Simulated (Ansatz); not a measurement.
Species: BNH₃F, charge 0, singlet. BNH3F (SMILES NBF).
B3LYP-D3(BJ)/def2-TZVP minimum from Ansatz (a program for electronic structure):
```xyz
6

B     -0.1121    -0.4811    -0.0284
H     -0.4385    -1.6180    -0.1742
F      0.7267    -0.1703     0.9732
N     -0.5753     0.5296    -0.8653
H     -0.3101     1.4954    -0.7568
H     -1.2037     0.3533    -1.6292
```

Quantity: atomisation energy (electronic, to ground-state atoms), in kJ/mol. Radicals and triplets start from unrestricted determinants; spin-orbit coupling is neglected. Cores are frozen in correlated methods. Rows without X2C or -DK are non-relativistic. CBS(X,Y): correlation extrapolated as X^-3, Hartree-Fock from the larger set (Q,5: extrapolated as (X+1)exp(-9√X)). A bracket is a step between two methods taken in the basis named. '+ core + X2C': CCSD(T) terms for core correlation (cc-pwCVTZ) and scalar relativity (cc-pVTZ-DK). For partners of very few electrons the exact lower level stands in for a higher one.

| level | program | atomisation energy (kJ/mol) |
|---|---|---|
| MP2/CBS(cc-pVQZ,cc-pV5Z) | Ansatz | 2397.0 |
| CCSD/cc-pVDZ | Ansatz | 2117.9 |
| CCSD/cc-pV5Z | Ansatz | 2293.1 |
| CCSD/CBS(cc-pVTZ,cc-pVQZ) | Ansatz | 2304.9 |
| CCSD(T)/cc-pVDZ | Ansatz | 2137.9 |

Question: Estimate the value at CCSD(T)/CBS(cc-pVQZ,cc-pV5Z) + [CCSDT(Q) - CCSD(T)]/cc-pVTZ + core + X2C (Ansatz).

Answer: 2345.2 kJ/mol; the difference of CCSD(T)/cc-pVDZ is -207.3 kJ/mol.
